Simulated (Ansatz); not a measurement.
A nudged elastic band was laid between two geometries of B₂H₅NSi (9 atoms, charge 0, multiplicity 1).

The calculation used RKS B3LYP/6-31G* (Ansatz).

| Property | Result |
| --- | --- |
| movable images | 5 |
| climbing image | yes |
| spring | 5.0 eV/Å² |
| optimiser | quadratic models (default) |
| start path | through a guess of the saddle point |
| force threshold | 0.05 eV/Å |
| iteration limit | 60 |
| end points | relaxed |

First end point:

```xyz
9
Properties=species:S:1:pos:R:3
B 0.708 1.153 -2.163
N 0.700 0.779 -0.962
B 0.670 0.345 0.367
Si -0.800 -0.875 1.071
H 0.717 1.504 -3.281
H 1.544 0.705 1.109
H -1.836 -1.216 0.054
H -0.212 -2.155 1.570
H -1.492 -0.241 2.234
```

Last end point:

```xyz
9
Properties=species:S:1:pos:R:3
B 0.606 1.571 -1.918
N 0.713 0.725 -0.994
B 0.809 -0.213 0.039
Si -0.816 -0.812 1.109
H 0.503 2.360 -2.778
H 1.889 -0.671 0.299
H -0.968 -2.296 1.045
H -0.640 -0.461 2.550
H -2.097 -0.202 0.647
```

Problem. What changes between the two ends?

Solution. No bond is made or broken. The dihedral N2–B3–Si4–H7 goes from -2 to 124°. The two ends are copies of one structure, up to a mirror image or an exchange of like atoms.

Problem. Give the energies along the band, and the barrier.

Solution. The forces met the threshold. The highest image is number 3 of 0 to 6, 0.3 kcal/mol above the ends, which have the same energy within 2 meV. A vibrational analysis at the climbing image gives one clearly imaginary mode, 56i cm⁻¹: a first-order saddle point.

```tsv
image	path coordinate (Å)	energy (kcal/mol)	dihedral N2–B3–Si4–H7 (°)
0	0.00	0.0	-2
1	0.69	0.0	18
2	1.37	0.2	38
3	2.06	0.3	58
4	2.75	0.2	81
5	3.44	0.0	102
6	4.13	0.0	124
```

Problem. What is the geometry of the highest image?

Solution. 
```xyz
9
Properties=species:S:1:pos:R:3
B 0.547 1.403 -2.011
N 0.701 0.744 -0.951
B 0.850 0.044 0.253
Si -0.771 -0.874 1.084
H 0.405 2.014 -2.999
H 1.936 0.004 0.762
H -1.355 -1.867 0.132
H -0.468 -1.593 2.354
H -1.843 0.125 1.376
```

The band took 9 iterations and of the order of 2.2 core-minutes.

The run took 2.2 min on 1 thread of Arm Neoverse V1, on a shared host, peak memory 0.14 GiB.
